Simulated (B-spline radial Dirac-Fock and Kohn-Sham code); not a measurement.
## Magnetic form factor of the 4d shell of Gd²²⁺

System: gadolinium as Gd²²⁺ in the configuration [Kr] 4d6.

The computed values come from a radial B-spline solver: relativistic Hartree-Fock (Dirac-Fock) wave functions, averaged over the configuration. ⟨j_K⟩ is the integral of the 4d radial density with the spherical Bessel function j_K(4πsr), s = sin θ/λ.

```
s (Å⁻¹)     ⟨j0⟩    ⟨j2⟩    ⟨j4⟩
      0   1.0000  0.0000  0.0000
   0.05   0.9934  0.0026  0.0000
    0.1   0.9740  0.0103  0.0000
   0.15   0.9423  0.0228  0.0002
    0.2   0.8996  0.0394  0.0006
   0.25   0.8471  0.0593  0.0014
    0.3   0.7866  0.0815  0.0028
   0.35   0.7200  0.1051  0.0049
    0.4   0.6493  0.1290  0.0080
   0.45   0.5764  0.1523  0.0120
    0.5   0.5033  0.1739  0.0172
    0.6   0.3630  0.2091  0.0306
    0.7   0.2397  0.2304  0.0476
    0.8   0.1401  0.2361  0.0666
    0.9   0.0667  0.2271  0.0856
      1   0.0186  0.2064  0.1026
    1.1  -0.0078  0.1777  0.1159
    1.2  -0.0173  0.1450  0.1243
    1.4  -0.0056  0.0810  0.1256
    1.6   0.0205  0.0326  0.1095
```

Radial moments of the shell: ⟨r²⟩ = 0.3569, ⟨r⁴⟩ = 0.1891, ⟨r⁶⟩ = 0.1355 in powers of bohr.
